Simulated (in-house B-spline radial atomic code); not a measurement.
RPA and G0W0 on B3LYP (VWN-RPA): the aluminium ion Al⁶⁺

Configuration [He] 2s2 2p3, highest spin, mean-field start B3LYP (VWN-RPA). Computed with a B-spline radial code for spherical atoms: all electrons, non-relativistic, point nucleus, each spin shell either full or empty, empty states to l = 9 with an (l + 1/2)⁻⁴ tail; G0W0 by contour deformation at full frequency.

Command:
```bash
python run_gw.py task.json out
```
Settings (radii: box in bohr, nucleus in fm):
```
Z                        13
electrons                7
configuration            [He] 2s2 2p3
hamiltonian              nr
method                   b3lyp
lmax                     9
spin_polarised           True
box_radius               9.29
intervals                46
```

Time taken, with all properties: 1.2 s on 1 thread of Arm Neoverse N1, with other jobs on the host.

Energies (hartree):

```tsv
term	value
mean-field total	-223.31200
Hartree-Fock functional on these orbitals	-223.12088
direct second order	-0.41445
second-order exchange	0.19863
SOSEX correction	0.18033
```

(1) What is the RPA correlation energy, and what remains with SOSEX?

Quasi-particle levels (eV):

```csv
level,occupied,mean field,Σx - vxc,Σc,QP weight,G0W0
2p up,yes,-226.23,-17.25,?,?,?
2s down,yes,-246.28,-10.13,-2.91,0.973,-259.32
2p down,no,-204.74,18.51,-4.18,0.978,-190.41
```

G0W0 = mean field + (Σx - vxc) + Σc, with Σc (partial-wave tail included) taken at the quasi-particle energy. Levels of low weight are left out.

(2) Where does G0W0 put 2p up?

Results:

(1) RPA gives -0.37441 hartree (-1.46 eV per electron); RPA + SOSEX gives -0.19409, and the second-order doubles -0.21582 hartree (no singles). SOSEX takes back 48 % of the RPA value.

(2) At -241.83 eV, with Σc = 1.65 eV and a quasi-particle weight of 0.971. The tabulated removal energy is 241.76 ± 0.09 eV (NIST, semi-empirical); the calculation leaves out relativity, Breit and QED terms, and what these don't explain is the method's own error.
